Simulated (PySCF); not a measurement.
Geometry:
```tsv
atom	x (Å)	y (Å)	z (Å)
C1	2.357	-0.414	0.202
C2	0.891	-0.042	0.394
C3	-0.047	-1.188	-0.030
Si4	-1.863	-0.636	0.149
Si5	-1.326	1.628	-0.139
C6	0.532	1.259	-0.348
H7	2.571	-0.606	-0.863
H8	2.618	-1.324	0.765
H9	3.024	0.395	0.537
H10	0.731	0.136	1.476
H11	0.165	-2.105	0.543
H12	0.135	-1.434	-1.093
H13	-2.760	-1.252	-0.877
H14	-2.408	-0.957	1.505
H15	-1.589	2.465	1.074
H16	-1.919	2.318	-1.326
H17	0.739	1.133	-1.427
H18	1.162	2.096	-0.005
```

Geometry: PBE0-D3(BJ)/def2-SVP; GIAO shifts from PySCF 2.14.0 with density-fitted response routines, gas phase, non-relativistic, averaged over equivalent atoms.

At PBE/pcSseg-1 (176 basis functions, 31 s wall time on 1 thread of an Arm Neoverse V1, shared host):
```tsv
atoms	δ (ppm)
C2	39.8
C1	29.5
C3/C6	22.3
Si4/Si5	-65.4
H13/H16	4.03
H14/H15	3.95
H10	1.44
H11/H18	1.33
H7/H8/H9	1.26
H12/H17	0.24
```

Scale: $^{13}$C (180.03 ppm) and $^{29}$Si (334.61 ppm) and $^{1}$H (31.20 ppm) vs TMS (reference shieldings calculated alike).

What do these become at PBE0/pcSseg-1?

Results:


```json
{"atoms": "C2", "δ at PBE0/pcSseg-1": "36.5", "change": "-3.3"}
{"atoms": "C1", "δ at PBE0/pcSseg-1": "28.9", "change": "-0.6"}
{"atoms": "C3/C6", "δ at PBE0/pcSseg-1": "20.3", "change": "-2.0"}
{"atoms": "Si4/Si5", "δ at PBE0/pcSseg-1": "-63.1", "change": "+2.3"}
{"atoms": "H13/H16", "δ at PBE0/pcSseg-1": "3.92", "change": "-0.11"}
{"atoms": "H14/H15", "δ at PBE0/pcSseg-1": "3.86", "change": "-0.09"}
{"atoms": "H10", "δ at PBE0/pcSseg-1": "1.28", "change": "-0.16"}
{"atoms": "H11/H18", "δ at PBE0/pcSseg-1": "1.19", "change": "-0.14"}
{"atoms": "H7/H8/H9", "δ at PBE0/pcSseg-1": "1.23", "change": "-0.03"}
{"atoms": "H12/H17", "δ at PBE0/pcSseg-1": "0.15", "change": "-0.09"}
```

δ = σ(ref) − σ, references computed at the same level: $^{13}$C (184.41 ppm) and $^{29}$Si (351.99 ppm) and $^{1}$H (31.27 ppm) vs TMS.

The largest change is at C2 (sp3 CH in a ring). Cost: 176 basis functions, 22 s wall time on 1 thread of an Arm Neoverse V1, shared host. The order of the carbon signals is the same at both levels.
